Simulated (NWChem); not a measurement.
ZnHSCl; SMILES [SH][Zn][Cl]

```xyz
4

Zn    -0.0145     0.0167     0.0000
Cl    -0.0060     2.1294     0.0000
S     -0.0486    -2.1555     0.0000
H      1.3151    -2.2147     0.0000
```
Atoms are numbered in this order, from 1.

Program: NWChem. Pople sets run with spherical d functions. Geometry: optimised at PBE-D3(BJ)/def2-SVP. Ions are spin-unrestricted doublets at the neutral geometry; other ion states weren't tried. Functional: LC-ωPBE (HJS hole) with 6-31G*; rows give the range parameter ω in 1/bohr.

Task: At which range parameter does −ε(HOMO) equal the ΔSCF ionisation energy (optimal tuning)?

Result: about 0.34 per bohr, by linear interpolation in these runs:
| range parameter (1/bohr) | vertical ionisation energy, ΔSCF (eV) | −ε(HOMO) (eV) | ΔSCF minus −ε(HOMO) (eV) |
|---|---|---|---|
| 0.10 | 9.74 | 7.89 | 1.85 |
| 0.30 | 10.10 | 9.86 | 0.24 |
| 0.35 | 10.12 | 10.16 | -0.04 |
| 0.40 | 10.14 | 10.41 | -0.27 |
| 0.80 | 10.16 | 11.27 | -1.11 |
